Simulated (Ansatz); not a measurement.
BCl, singlet, at a GFN2-xTB geometry; R2SCAN/aug-cc-pVDZ (Ansatz, a first-principles code).

The Ansatz input:
Ansatz 0.2 input:
```yaml
crystal:
  periodic: [false, false, false]
  atoms:
    - {symbol: B, position_ang: [-0.00000000, -0.00000000, -1.22002676]}
    - {symbol: Cl, position_ang: [0.00000000, 0.00000000, 0.35883140]}
basis:
  gaussian:
    orbitals: aug-cc-pVDZ
    occupation: {up: {"A1": 7, "B1": 1, "B2": 2, "A2": 1}, down: {"A1": 7, "B1": 1, "B2": 2, "A2": 1}}
hamiltonian:
  xc: r2scan
```

Question: What does Ansatz print? Leave out banner, timings and long lists.

Answer: 
```
Functional definition: r2SCAN
516 factors; their error is unknown
mean field evaluation 1: about -13157.8059 eV, gradient 3.8e1 eV
mean field evaluation 2: about -13162.7886 eV, gradient 6.2e0 eV
mean field evaluation 4: about -13163.0944 eV, gradient 5.6e-3 eV
mean field evaluation 8: about -13163.0115 eV, gradient 1.2e-6 eV
mean field -13163.01148998 eV, -483.7317500471 hartree, gradient 2.9e-6 eV, S^2 0.000000; 0 other end points of the search recorded, 0 dependent functions left out
reference -13163.01150237 eV, -483.7317505023 hartree; 11, 11 occupied and 39, 39 virtual orbitals, 516 factors
Total energy: -13163.01150237 eV, -483.7317505023 hartree
```
